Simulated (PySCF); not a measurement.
**Spin-rotation constants: SMILES C1(S)=CN(C=C)C=C1C, C7H9NS**

Molfile (atoms numbered from 1):
```
C7H9NS
     RDKit          3D

 18 18  0  0  0  0  0  0  0  0999 V2000
    3.3553    0.3315    0.3697 C   0  0  0  0  0  0  0  0  0  0  0  0
    2.3080   -0.4823    0.3786 C   0  0  0  0  0  0  0  0  0  0  0  0
    0.9952   -0.1280    0.1282 N   0  0  0  0  0  0  0  0  0  0  0  0
   -0.0529   -1.0070    0.1515 C   0  0  0  0  0  0  0  0  0  0  0  0
   -1.2157   -0.3497   -0.1363 C   0  0  0  0  0  0  0  0  0  0  0  0
   -2.5842   -0.9322   -0.2148 C   0  0  0  0  0  0  0  0  0  0  0  0
   -0.8485    1.0099   -0.3461 C   0  0  0  0  0  0  0  0  0  0  0  0
   -1.9141    2.3524   -0.7516 S   0  0  0  0  0  0  0  0  0  0  0  0
    0.5055    1.1119   -0.1775 C   0  0  0  0  0  0  0  0  0  0  0  0
    3.2749    1.3823    0.1593 H   0  0  0  0  0  0  0  0  0  0  0  0
    4.3394   -0.0444    0.5783 H   0  0  0  0  0  0  0  0  0  0  0  0
    2.4247   -1.5364    0.5949 H   0  0  0  0  0  0  0  0  0  0  0  0
    0.0992   -2.0457    0.3717 H   0  0  0  0  0  0  0  0  0  0  0  0
   -3.2489   -0.4633    0.5119 H   0  0  0  0  0  0  0  0  0  0  0  0
   -2.5431   -1.9978   -0.0054 H   0  0  0  0  0  0  0  0  0  0  0  0
   -3.0097   -0.7921   -1.2093 H   0  0  0  0  0  0  0  0  0  0  0  0
   -3.0242    1.6206   -0.7646 H   0  0  0  0  0  0  0  0  0  0  0  0
    1.1303    1.9767   -0.2569 H   0  0  0  0  0  0  0  0  0  0  0  0
  1  2  2  0
  2  3  1  0
  3  4  1  0
  4  5  2  0
  5  6  1  0
  5  7  1  0
  7  8  1  0
  7  9  2  0
  9  3  1  0
  1 10  1  0
  1 11  1  0
  2 12  1  0
  4 13  1  0
  6 14  1  0
  6 15  1  0
  6 16  1  0
  8 17  1  0
  9 18  1  0
M  END
```

Computed with PySCF, GIAO B97-2/3-21G magnetisability, rotational g tensor and spin-rotation constants, non-relativistic, gas phase. Geometry: GFN2-xTB.

(1) Give the nuclear spin-rotation constants along the inertial axes (H = +C I·J) beside the isotropic shieldings.

Answers

(1) Rotational constants 2.5641, 0.9125, 0.6759 GHz. A star marks the isotopologue with that one atom substituted, in its own axes.
```tsv
atom	isotope	Caa (kHz)	Cbb (kHz)	Ccc (kHz)	mean (kHz)	σ (ppm)
N3	14N	0.299	0.099	0.027	0.142	121.6
H10	1H	-0.197	0.037	-0.085	-0.082	28.2
H11	1H	0.189	-0.102	-0.087	0.000	28.6
H12	1H	-0.151	0.037	-0.082	-0.065	26.7
H13	1H	-0.171	0.045	-0.089	-0.072	27.2
H14	1H	-0.179	-0.104	-0.022	-0.102	31.4
H15	1H	-0.258	0.007	-0.082	-0.111	31.3
H16	1H	-0.179	-0.104	-0.022	-0.102	31.4
H17	1H	-0.182	-0.036	-0.090	-0.103	31.0
H18	1H	-0.218	0.064	-0.082	-0.079	26.6
C1	13C*	0.789	0.210	0.057	0.352	122.9
C2	13C*	0.906	0.252	0.090	0.416	92.0
C4	13C*	0.600	0.304	0.101	0.335	103.0
C5	13C*	0.735	0.285	0.073	0.364	105.5
C6	13C*	0.263	0.092	0.061	0.139	195.3
C7	13C*	0.787	0.263	0.080	0.377	104.2
S8	33S*	0.288	0.203	0.109	0.200	690.2
C9	13C*	0.611	0.294	0.081	0.329	111.2
```
For the geometry as given, no vibrational averaging.
